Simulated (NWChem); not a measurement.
BH₂Se₂Cl; SMILES ClB([SeH])[SeH]

```xyz
6

B      0.3962     0.0000     0.0000
Cl     2.1543     0.0563     0.0000
Se    -0.5772    -1.6732     0.0000
H      0.6196    -2.5265     0.0000
Se    -0.5342     1.6986     0.0000
H     -1.8908     1.1286     0.0000
```
Atoms are numbered in this order, from 1.

All runs use the structure optimised with PBE0/def2-SVP.

Spin-orbit effects, on the heavy nuclei and on their neighbours, are missing.

Give the principal values of the shielding tensors (ppm) of B1, Cl2, Se3, Se5 from PBE/pcSseg-1, GIAO (NWChem), with their diamagnetic and paramagnetic parts as GIAO splits them.


| atom | σ11 | σ22 | σ33 | isotropic | diamagnetic | paramagnetic |
|---|---|---|---|---|---|---|
| B1 | -32.5 | 26.1 | 88.9 | 27.5 | 192.8 | -165.3 |
| Cl2 | 439.6 | 673.9 | 862.5 | 658.6 | 1147.9 | -489.2 |
| Se3 | 1165.2 | 1546.9 | 2085.1 | 1599.1 | 2999.4 | -1400.3 |
| Se5 | 1186.0 | 1804.4 | 1956.3 | 1648.9 | 2999.0 | -1350.1 |
